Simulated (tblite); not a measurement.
Compound: C₆H₅FNP.
Bonds: C1–C2 (triple), C2–C3, C3–N4, N4–C5 (aromatic), C5–C6 (aromatic), C6–P7 (aromatic), P7–C8 (aromatic), C8–F9, N4–C8 (aromatic). Hydrogens: H10 on C1; H11, H12 on C3; H13 on C5; H14 on C6.

Computed with GFN2-xTB (tblite), gas phase: L-BFGS steps from a force-field or distance-geometry start until the largest atomic force falls under 0.01 eV/Å.

Step 29: E = -693.4637 eV
```
atom  x, y, z in Å  |  force x, y, z in eV/Å
C1      2.7119    1.1899    0.0752   -0.021   0.010   0.005
C2      1.9688    0.2643   -0.0712    0.012  -0.008  -0.025
C3      1.0281   -0.8315   -0.2298   -0.038   0.003   0.009
N4     -0.3293   -0.3976    0.0370   -0.022  -0.009  -0.021
C5     -1.1151    0.2681   -0.8499   -0.007   0.011  -0.008
C6     -2.3451    0.5734   -0.3567   -0.017  -0.020  -0.001
P7     -2.5740    0.0231    1.3008    0.027   0.014   0.005
C8     -0.9666   -0.5800    1.2167    0.009  -0.006  -0.009
F9     -0.2823   -1.2275    2.1741   -0.020  -0.015   0.019
H10     3.3759    1.9912    0.2045    0.010   0.008  -0.004
H11     1.0826   -1.2272   -1.2509   -0.002   0.033   0.013
H12     1.2837   -1.6303    0.4744    0.010  -0.001  -0.006
H13    -0.7332    0.4995   -1.8282    0.032  -0.028   0.019
H14    -3.1059    1.0840   -0.9181    0.026   0.009   0.004
```

Step 30: E = -693.4639 eV
```
atom  x, y, z in Å  |  force x, y, z in eV/Å
C1      2.7086    1.1911    0.0748   -0.025   0.011   0.007
C2      1.9677    0.2637   -0.0726    0.011  -0.004  -0.022
C3      1.0272   -0.8337   -0.2302    0.004   0.013   0.006
N4     -0.3295   -0.3995    0.0368   -0.009  -0.020  -0.012
C5     -1.1139    0.2678   -0.8497   -0.006   0.004  -0.001
C6     -2.3427    0.5760   -0.3558   -0.016  -0.022  -0.003
P7     -2.5720    0.0263    1.3015    0.017   0.015   0.014
C8     -0.9661   -0.5806    1.2169    0.007  -0.006  -0.004
F9     -0.2828   -1.2297    2.1742   -0.020  -0.012   0.013
H10     3.3694    1.9957    0.2061   -0.003  -0.015  -0.010
H11     1.0816   -1.2298   -1.2510   -0.002   0.034   0.011
H12     1.2859   -1.6321    0.4737   -0.003   0.006  -0.007
H13    -0.7331    0.4966   -1.8285    0.040  -0.022   0.006
H14    -3.1010    1.0877   -0.9184    0.006   0.018   0.002
```

Step 31: E = -693.4642 eV
```
atom  x, y, z in Å  |  force x, y, z in eV/Å
C1      2.7056    1.1924    0.0745   -0.026   0.011   0.008
C2      1.9670    0.2631   -0.0742    0.007   0.003  -0.014
C3      1.0264   -0.8351   -0.2303    0.037   0.017  -0.001
N4     -0.3299   -0.4013    0.0364    0.005  -0.026   0.003
C5     -1.1132    0.2677   -0.8496   -0.003  -0.008   0.005
C6     -2.3410    0.5774   -0.3552   -0.009  -0.018  -0.005
P7     -2.5700    0.0291    1.3024    0.004   0.015   0.019
C8     -0.9656   -0.5813    1.2170    0.001  -0.006   0.003
F9     -0.2838   -1.2318    2.1745   -0.019  -0.008   0.004
H10     3.3644    1.9989    0.2070   -0.012  -0.030  -0.015
H11     1.0807   -1.2310   -1.2509   -0.001   0.028   0.001
H12     1.2876   -1.6333    0.4730   -0.013   0.011  -0.006
H13    -0.7320    0.4937   -1.8285    0.041  -0.015  -0.005
H14    -3.0969    1.0909   -0.9185   -0.012   0.024   0.001
```

Step 32: E = -693.4645 eV
```
atom  x, y, z in Å  |  force x, y, z in eV/Å
C1      2.7012    1.1943    0.0746   -0.024   0.011   0.007
C2      1.9663    0.2624   -0.0763    0.000   0.010  -0.001
C3      1.0260   -0.8365   -0.2305    0.055   0.014  -0.008
N4     -0.3303   -0.4040    0.0359    0.016  -0.024   0.019
C5     -1.1122    0.2672   -0.8494    0.002  -0.022   0.009
C6     -2.3393    0.5788   -0.3545    0.003  -0.008  -0.010
P7     -2.5673    0.0328    1.3040   -0.008   0.014   0.017
C8     -0.9649   -0.5821    1.2171   -0.007  -0.004   0.012
F9     -0.2851   -1.2343    2.1749   -0.014  -0.006  -0.003
H10     3.3582    2.0024    0.2079   -0.014  -0.035  -0.018
H11     1.0797   -1.2321   -1.2508    0.002   0.019  -0.014
H12     1.2893   -1.6347    0.4721   -0.018   0.013  -0.002
H13    -0.7299    0.4901   -1.8286    0.034  -0.008  -0.010
H14    -3.0923    1.0952   -0.9186   -0.027   0.025   0.003
```

**Question.** Estimate the geometry and energy of step 33. (The exact step hangs on the optimiser's Hessian estimate; all steps are aligned on step 32, rigid shifts and turns removed.)

**Answer.** E = -693.4648 eV, largest force 0.049 eV/Å
```
atom  x, y, z in Å  |  force x, y, z in eV/Å
C1      2.6949    1.1970    0.0748   -0.020   0.008   0.005
C2      1.9653    0.2615   -0.0790   -0.007   0.016   0.013
C3      1.0263   -0.8385   -0.2310    0.047   0.004  -0.015
N4     -0.3304   -0.4078    0.0353    0.020  -0.014   0.029
C5     -1.1108    0.2662   -0.8493    0.008  -0.034   0.008
C6     -2.3369    0.5807   -0.3537    0.014   0.006  -0.014
P7     -2.5640    0.0380    1.3062   -0.014   0.013   0.003
C8     -0.9642   -0.5832    1.2172   -0.012  -0.002   0.018
F9     -0.2867   -1.2375    2.1752   -0.007  -0.006  -0.005
H10     3.3495    2.0065    0.2088   -0.008  -0.028  -0.019
H11     1.0788   -1.2338   -1.2508    0.008   0.008  -0.030
H12     1.2908   -1.6364    0.4712   -0.015   0.011   0.004
H13    -0.7266    0.4855   -1.8287    0.021  -0.002  -0.006
H14    -3.0867    1.1014   -0.9183   -0.033   0.020   0.010
```

The energy changes by -0.0003 eV. The first-order estimate −F·Δx gives -0.0004 eV and the mean of the old and new forces, exact on a quadratic surface, -0.0003 eV. The step makes an angle of 79° with the force vector and moves no atom by more than 0.010 Å.
